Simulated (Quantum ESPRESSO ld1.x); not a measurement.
Sb XX, 32 electrons, occupied as [Ar] 3d10 4s2 4p2. Calculated with ld1.x of Quantum ESPRESSO 7.5: Dirac Kohn-Sham, LDA (Slater exchange, Perdew-Zunger correlation), spin-unpolarised, spherical densities, point nucleus; open shells are shared between the two j in proportion to 2j + 1.

Spin-orbit splittings of the eigenvalues, e(l+1/2) - e(l-1/2), with zeta = 2 splitting/(2l+1) and mean radii in bohr:

| shell | occ. | splitting (eV) | zeta (eV) | <r> j=l-1/2 | <r> j=l+1/2 |
|---|---|---|---|---|---|
| 2p | 6 | 252.0 | 168.0 | 0.1032 | 0.1086 |
| 3p | 6 | 47.74 | 31.83 | 0.3171 | 0.3280 |
| 3d | 10 | 10.09 | 4.037 | 0.2972 | 0.3006 |
| 4p | 2 | 12.67 | 8.444 | 0.7153 | 0.7322 |
| 4d | 0 | 2.531 | 1.012 | 0.7502 | 0.7550 |
